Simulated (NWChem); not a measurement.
System: MgGeH4O; SMILES [OH][Mg][GeH3]

Parts of the log:

```
             Northwest Computational Chemistry Package (NWChem) 7.3.0
             --------------------------------------------------------

                             Geometry "geometry" -> ""
                             -------------------------

 Output coordinates in angstroms (scale by  1.889725989 to convert to a.u.)

  No.       Tag          Charge          X              Y              Z
 ---- ---------------- ---------- -------------- -------------- --------------
    1 Mg                  12.0000    -0.00072600    -1.30866800    -0.00089000
    2 O                    8.0000     0.09480700    -3.10542900    -0.00126800
    3 H                    1.0000    -0.56065200    -3.80892200     0.00283000
    4 Ge                  32.0000    -0.09929600     1.26302600    -0.00029200
    5 H                    1.0000    -1.54997800     1.81697500     0.10775600
    6 H                    1.0000     0.66806600     1.93134000     1.17666700
    7 H                    1.0000     0.48170800     1.92295300    -1.28381300

 Effective nuclear repulsion energy (a.u.)     189.8172431889

                              NWChem Property Module
                              ----------------------

                                 NWChem DFT Module
                                 -----------------

 Summary of "ao basis" -> "ao basis" (spherical)
 ------------------------------------------------------------------------------
       Tag                 Description            Shells   Functions and Types
 ---------------- ------------------------------  ------  ---------------------
 Mg                       aug-cc-pvdz               11       27   5s4p2d
 O                        aug-cc-pvdz                9       23   4s3p2d
 H                        aug-cc-pvdz                5        9   3s2p
 Ge                       aug-cc-pvdz               14       36   6s5p3d

            General Information
            -------------------
          SCF calculation type: DFT
          Wavefunction type:  closed shell.
          No. of atoms     :     7
          No. of electrons :    56
           Alpha electrons :    28
            Beta electrons :    28
          Charge           :     0
          Spin multiplicity:     1
          Use of symmetry is: off; symmetry adaption is: off
          Maximum number of iterations: 150
          AO basis - number of functions:   122
                     number of shells:    54
          Convergence on energy requested:  1.00D-06
          Convergence on density requested:  1.00D-05
          Convergence on gradient requested:  5.00D-04

              XC Information
              --------------
                         PBE0 Method XC Functional
                     Hartree-Fock (Exact) Exchange  0.250
          PerdewBurkeErnzerhof Exchange Functional  0.750
            Perdew 1991 LDA Correlation Functional  1.000 local
           PerdewBurkeErnz. Correlation Functional  1.000 non-local

             Grid Information
             ----------------
          Grid used for XC integration:  medium
          Radial quadrature: Mura-Knowles
          Angular quadrature: Lebedev.
          Tag              B.-S. Rad. Rad. Pts. Rad. Cut. Ang. Pts.
          ---              ---------- --------- --------- ---------
          Mg                  1.50       88          17.0       590
          O                   0.60       49          16.0       434
          H                   0.35       45          18.0       434
          Ge                  1.25      112          17.0       590
          Grid pruning is: on
          Number of quadrature shells:   429
          Spatial weights used:  Erf1

      Superposition of Atomic Density Guess
      -------------------------------------

 Sum of atomic energies:       -2351.65080823

      Non-variational initial energy
      ------------------------------

 Total energy =   -2352.135034
 1-e energy   =   -3656.282956
 2-e energy   =    1114.330679
 HOMO         =      -0.316431
 LUMO         =      -0.056599

   convergence    iter        energy       DeltaE   RMS-Dens  Diis-err
 ---------------- ----- ----------------- --------- --------- ---------
 d= 0,ls=0.0,diis     1  -2354.1624112181 -2.54D+03  1.55D-02  9.04D-01
 d= 0,ls=0.0,diis     2  -2353.7170762190  4.45D-01  9.38D-03  4.88D+00
 d= 0,ls=0.0,diis     3  -2354.2787461854 -5.62D-01  2.24D-03  1.91D-02
 d= 0,ls=0.0,diis     4  -2354.2810353475 -2.29D-03  5.56D-04  2.25D-03
 d= 0,ls=0.0,diis     5  -2354.2814191909 -3.84D-04  1.67D-04  2.61D-04
  Resetting Diis
 d= 0,ls=0.0,diis     6  -2354.2814489652 -2.98D-05  1.84D-05  3.99D-06
 d= 0,ls=0.0,diis     7  -2354.2814494971 -5.32D-07  6.93D-06  1.11D-07

         Total DFT energy =    -2354.281449497078
      One electron energy =    -3659.407041711323
           Coulomb energy =     1220.482714669419
    Exchange-Corr. energy =     -105.174365644114
 Nuclear repulsion energy =      189.817243188940

 Numeric. integr. density =       55.999994754676

                       DFT Final Molecular Orbital Analysis
                       ------------------------------------

[...]

 DFT Linear Response polarizability / au
 Frequency  =       0.0000000 / au
              X              Y              Z
 -----------------------------------------------
 X      61.9222581     -1.7876377      0.0004984
 Y      -1.7876456     88.8434185      0.0168071
 Z       0.0004985      0.0168069     61.9712882
 -----------------------------------------------
 Eigenvalues =      61.8040575     88.9616140     61.9712932
 Isotropic   =      70.9123216
 Anisotropic =      27.0743260
 -----------------------------------------------

 Magnetic Dipole Response Matrix (nonzero elements):

 Exiting AOResponse driver routine
```

Level: PBE0/aug-cc-pVDZ. Coordinates come from a B3LYP/6-31G* (spherical d) optimisation.

### Question
Write an input that gives this output.

### Answer
One answer among several that fit: the input that was run:
```
start job
memory heap 200 mb stack 900 mb global 1100 mb
geometry units angstroms noautosym nocenter noautoz
  Mg    -0.000726    -1.308668    -0.000890
  O      0.094807    -3.105429    -0.001268
  H     -0.560652    -3.808922     0.002830
  Ge    -0.099296     1.263026    -0.000292
  H     -1.549978     1.816975     0.107756
  H      0.668066     1.931340     1.176667
  H      0.481708     1.922953    -1.283813
end
basis spherical
  * library aug-cc-pvdz
end
dft
  xc pbe0
  iterations 150
end
property
  response 1 0.0
end
task dft property
```
